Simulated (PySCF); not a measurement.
C₆ coefficients of unlike pairs at PBE0

Calculated with PySCF 2.14 from the dipole response of each species, C₆(A,B) = (3/π) ∫ α_A(iu) α_B(iu) du, in atomic units, from isotropic polarisabilities. For ions this is the dispersion term alone; charge-induced terms of lower order in 1/R come first.

| species | configuration | basis | relativity | α (bohr³) | C₆ (like pair) |
| --- | --- | --- | --- | --- | --- |
| Nb⁺ | [Kr] 4d4 (5D) | aug-cc-pVTZ-PP with one added diffuse shell each of s, p, d, f, g type with ECP28MDF (7s7p6d4f3g) | core potential | 27.85 | 181.6 |
| Nb | [Kr] 4d4 5s1 (6D) | x2c-TZVPPall with one added diffuse shell each of s, p, d, f type (9s7p7d3f1g) | spin-free X2C | 96.28 | 1085 |
| B | [He] 2s2 2p1 (2P) | dyall-acv3z (15s9p4d2f) | spin-free X2C | 22.54 | 109.7 |
| S³⁺ | [Ne] 3s2 3p1 (2P) | aug-cc-pV(5+d)Z (8s7p6d4f3g2h) | none | 5.400 | 14.40 |

Estimate C₆ for B with Nb⁺.

The integral gives 139.0. The combination rule 2 C_A C_B / (C_A α_B/α_A + C_B α_A/α_B) gives 141.1 and the geometric mean 141.2.

No spin-orbit coupling is included.

The other pairs:

```json
{"pair": "S³⁺, B", "C₆": "37.03"}
{"pair": "B, Nb", "C₆": "335.2"}
{"pair": "S³⁺, Nb⁺", "C₆": "49.71"}
{"pair": "Nb, Nb⁺", "C₆": "421.8"}
{"pair": "S³⁺, Nb", "C₆": "106.7"}
```
